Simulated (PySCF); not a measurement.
Task: What does the PBE0-D3(BJ)/def2-SVP structure of `C[B@H-]([NH3+])Br` look like in three dimensions?

Result: 
```xyz
11
CH7BBrN angstrom
C     -1.3535   -0.0391    0.0931
B      0.0634    0.4103   -0.4866
N      1.2268   -0.4938    0.2012
Br     0.6024    2.2919    0.0964
H     -2.1499    0.5938   -0.3270
H     -1.4237    0.0532    1.1913
H     -1.6044   -1.0812   -0.1789
H      0.2234    0.2931   -1.6889
H      1.1929   -0.3933    1.2191
H      2.1472   -0.1751   -0.1068
H      1.1215   -1.4833   -0.0344
```

Any rigid rotation of these coordinates is as good. Atoms count from 1 in this order. B2 (four-coordinate boron) is distorted tetrahedral (angles from 101.7° to 116.6°). N3 (nitrogen bonded to B and 3 H) is tetrahedral (angles from 107.4° to 111.5°).

Bonds between heavy atoms (Å): C1–B2 1.595, B2–N3 1.626, B2–Br4 2.042.

Computed, not measured: PBE0-D3(BJ)/def2-SVP geometry optimisation, gas phase (PySCF).

Point group: C1 (no symmetry element, even within 0.4 Å). No PBE0-D3(BJ)/def2-SVP frequencies stand behind this structure, so it isn't proved a minimum.
